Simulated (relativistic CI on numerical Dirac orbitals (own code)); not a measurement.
Xe: calculation against measurement

Method of calculation: Dirac-Coulomb-Breit CI, KLI orbitals optimised for each configuration, model QED (radiative potential, 1s self-energy scaled to tabulated hydrogen-like ionisation energies), valence Slater integrals scaled by 0.85, P86 correlation energy added to each configuration (own radial code, finite nucleus).

Configurations in the expansion (outside the closed core [Kr] 4d10 5s2): 5p6, 5p5.6s, 5p5.6p, 5p5.5d, 5p5.7s, 5p5.7p, 5p5.6d, 5p5.8s, 5p5.4f, 5p5.8p, 5p5.7d, 5p5.5f, 5p5.5g, 5p5.8d. Double excitations out of closed p, d and f shells are left out; levels of such configurations are missing from the list, as are those of other unlisted configurations, and high levels can miss mixing partners.

| Configuration | Term (tabulated) | J | Measured (cm⁻¹) | Computed | Error | Purity (%) |
| --- | --- | --- | --- | --- | --- | --- |
| 5p6 | 1S | 0 | 0.0 | 0 | 0 | 100 |
| 5p5.6s | 2[3/2]° | 2 | 67067.5 | 68349 | 1281 | 98 |
| 5p5.6s | 2[3/2]° | 1 | 68045.2 | 69437 | 1392 | 58 |
| 5p5.6s | 2[1/2]° | 0 | 76196.8 | 77815 | 1618 | 61 |
| 5p5.6s | 2[1/2]° | 1 | 77185.0 | 78813 | 1628 | 35 |
| 5p5.6p | 2[1/2] | 1 | 77269.1 | 77607 | 337 | 74 |
| 5p5.6p | 2[5/2] | 2 | 78119.8 | 78446 | 326 | 50 |
| 5p5.6p | 2[5/2] | 3 | 78403.1 | 78570 | 166 | 100 |
| 5p5.6p | 2[3/2] | 1 | 78956.0 | 79155 | 199 | 58 |
| 5p5.6p | 2[3/2] | 2 | 79212.5 | 79336 | 124 | 76 |
| 5p5.5d | 2[1/2]° | 0 | 79771.3 | 81429 | 1658 | 60 |
| 5p5.5d | 2[1/2]° | 1 | 79986.6 | 81596 | 1610 | 59 |
| 5p5.6p | 2[1/2] | 0 | 80119.0 | 80213 | 94 | 60 |
| 5p5.5d | 2[7/2]° | 4 | 80196.6 | 81485 | 1288 | 98 |
| 5p5.5d | 2[3/2]° | 2 | 80322.7 | 81692 | 1369 | 61 |
| 5p5.5d | 2[5/2]° | 2 | 81925.5 | 83108 | 1182 | 41 |
| 5p5.5d | 2[3/2]° | 1 | 83890.0 | 84561 | 671 | 45 |
| 5p5.7s | 2[3/2]° | 2 | 85188.8 | 85635 | 446 | 95 |
| 5p5.6p | 2[3/2] | 1 | 88379.1 | 88926 | 547 | 47 |
| 5p5.6p | 2[3/2] | 2 | 89162.4 | 89624 | 461 | 41 |
| 5p5.6p | 2[1/2] | 1 | 89278.7 | 89773 | 495 | 42 |
| 5p5.6p | 2[1/2] | 0 | 89860.0 | 90591 | 731 | 37 |
| 5p5.5d | 2[5/2]° | 2 | 91152.7 | 92696 | 1543 | 49 |

Measured levels from NIST Handbook of Basic Atomic Spectroscopic Data (Sansonetti and Martin, J. Phys. Chem. Ref. Data 34, 1559 (2005)); pairs were made by configuration, J and term (by order where the table uses no LS term), so strongly mixed levels may be paired wrongly.

Mean error by configuration (cm⁻¹): 5p5.6s 1480; 5p5.6p 348; 5p5.5d 1332; 5p5.7s 446. Over the excited levels the mean absolute error is 871 cm⁻¹ (22 of the 26 excited levels that our extract of the source holds in range could be paired, and the others can miss by more), and the median relative error of those above 1,000 cm⁻¹ is 0.81 %.

Transition probabilities of persistent lines. The last column rescales the computed rate by the cube of measured over computed energy:

```
λ measured (Å)     Lower             Upper  A tabulated (s⁻¹)  A computed  A rescaled
1192.04 vacuum  5p6 1S_0  5p5.5d 2[3/2]°_1           5.93e+08    3.64e+08    3.56e+08
1250.21 vacuum  5p6 1S_0  5p5.5d 2[1/2]°_1           1.49e+07    1.84e+07    1.74e+07
1295.59 vacuum  5p6 1S_0  5p5.6s 2[1/2]°_1           2.53e+08    2.87e+08    2.69e+08
1469.61 vacuum  5p6 1S_0  5p5.6s 2[3/2]°_1           2.73e+08    3.13e+08    2.94e+08
```
